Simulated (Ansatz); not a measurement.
Stepwise reaction of `[NH2][Ga]([Cl])[Cl]` with ammonia, as a gas-phase model of exchange steps in deposition or etching. ΔE in kJ/mol; ΔG adds harmonic PBE0-D4 terms to CCSD(T)/CBS, at 1 bar.

Calculated with Ansatz (gas phase, PBE0-D4/def2-TZVP geometries, no zero-point term in ΔE). CCSD(T)/CBS adds triple-zeta CCSD(T) − MP2 to the extrapolated MP2 energy (def2 sets, frozen cores). This one scheme is used for every species. DFT in def2-TZVPP. B3LYP here is the variant with VWN-RPA as its local correlation; programs differ in this. For Ga outer-core shells are correlated without core-valence functions, which leaves a few kJ/mol of doubt a bond. Scalar relativity is left out up to krypton. One conformer a species, not always the lowest.

```csv
step,reaction,PBE-D4,B3LYP-D4,ωB97M-V,CCSD(T)/CBS,ΔG(500 K)
1,`[NH2][Ga]([Cl])[Cl]` + NH₃ → `[NH2][Ga]([NH2])[Cl]` + HCl,81.5,82.4,82.3,76.7,73.9
2,`[NH2][Ga]([NH2])[Cl]` + NH₃ → `[NH2][Ga]([NH2])[NH2]` + HCl,97.7,98.7,99.0,92.4,80.5
```

Q: By hand: ΔE of the 2 steps together at CCSD(T)/CBS.

A: (76.7) + (92.4) = 169.1 kJ/mol, or 84.6 kJ/mol a step.

In ΔE each step is higher than the one before. All are uphill at CCSD(T)/CBS. ΔG lies between 73.9 and 80.5 kJ/mol a step. PBE-D4 differs from CCSD(T)/CBS by 4.8 to 5.3 kJ/mol a step. Isolated molecules leave out the surface, adducts and barriers. Largest T1 diagnostic: 0.012.
